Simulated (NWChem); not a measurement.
Species: InHClF; SMILES [F][InH][Cl]

```xyz
4

In    -0.3132    -0.3615     0.0000
H     -1.9082    -0.9888     0.0000
F      1.2870    -1.5155     0.0000
Cl     0.3336     1.9025     0.0000
```
Atoms are numbered in this order, from 1.

Program: NWChem. Medium grid unless said otherwise, to which SCAN and Minnesota functionals are sensitive. The geometry was optimised at PBE-D3(BJ)/def2-SVP. def2 effective core potentials on In; no spin-orbit coupling. B3LYP is NWChem's, with the RPA form of VWN correlation.

Question: Order these by “highest occupied level (eV)”, lowest first: PW91/def2-SVP; r2SCAN/def2-SVP; B3LYP/def2-SVP; M06-2X/def2-SVP; PBE0/def2-SVP.

Answer: M06-2X/def2-SVP (-10.19), PBE0/def2-SVP (-8.83), B3LYP/def2-SVP (-8.49), r2SCAN/def2-SVP (-7.78), PW91/def2-SVP (-7.43)
